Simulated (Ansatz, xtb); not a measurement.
# A geometry optimisation of H7Si2Sn with r2SCAN-D4/def2-SVP

The starting geometry of this gas-phase doublet has its atoms placed at random.

```xyz
10

Si    0.7654   -1.0543    0.8987
Si   -1.4790    1.0783   -0.2061
Sn   -1.5656   -1.5508   -1.0290
H     0.4674    0.7422    0.1522
H    -0.8845    0.1315    0.9156
H    -0.3618    1.2798   -1.0581
H     0.4980   -2.1332   -1.1372
H     0.8495    0.3459    1.4820
H    -0.2234    0.2011   -0.5793
H    -0.1983   -1.0180   -0.5809
```

Problem. Guess where an optimisation with r2SCAN-D4/def2-SVP ends from this start.

Solution. It falls apart into H5Si2Sn + H2. Distances that change by over a tenth: Sn3–H7 (2.15 → 3.62 Å). Contacts that open: Si1–H10 (1.77 → 3.97 Å), Sn3–H10 (1.53 → 4.36 Å). Contacts that close: Si1–Si2 (3.29 → 2.51 Å), Si1–Sn3 (3.07 → 2.64 Å), Si1–H4 (1.97 → 1.50 Å), Si1–H9 (2.18 → 1.69 Å), H7–H10 (1.43 → 0.76 Å).

The energy falls by 10.08 eV over 43 steps:

```json
{"step": "1", "E − E(last) (eV)": "10.081"}
{"step": "6", "E − E(last) (eV)": "4.098"}
{"step": "10", "E − E(last) (eV)": "2.918"}
{"step": "15", "E − E(last) (eV)": "0.879"}
{"step": "20", "E − E(last) (eV)": "0.027"}
{"step": "24", "E − E(last) (eV)": "0.022"}
{"step": "29", "E − E(last) (eV)": "0.021"}
{"step": "34", "E − E(last) (eV)": "0.011"}
{"step": "38", "E − E(last) (eV)": "0.001"}
{"step": "43", "E − E(last) (eV)": "0.000"}
```

Final geometry (Å):

```tsv
atom	x (Å)	y (Å)	z (Å)
Si	0.3013	-0.6115	1.1613
Si	-1.3565	0.6669	-0.2248
Sn	-2.0178	-1.7452	0.6156
H	1.5921	-0.8913	0.4523
H	-1.7969	1.9452	0.4233
H	-0.8623	1.0013	-1.6000
H	0.3105	-1.7408	-2.1604
H	0.6317	0.0723	2.4542
H	0.2039	0.8924	0.3908
H	0.8617	-1.5668	-2.6545
```

From the same start GFN2-xTB ends elsewhere, in pieces: H5Si2Sn + H2.

From so rough a start the end depends on the optimiser's path, so another program may land elsewhere. No frequencies were run, so the end isn't proven a minimum. Open shells are spin-unrestricted. Atoms past krypton carry core potentials, without spin–orbit terms. Run with Ansatz 0.2.0, 6.1 min on 2 threads of Arm Neoverse V2, with other jobs on the host.
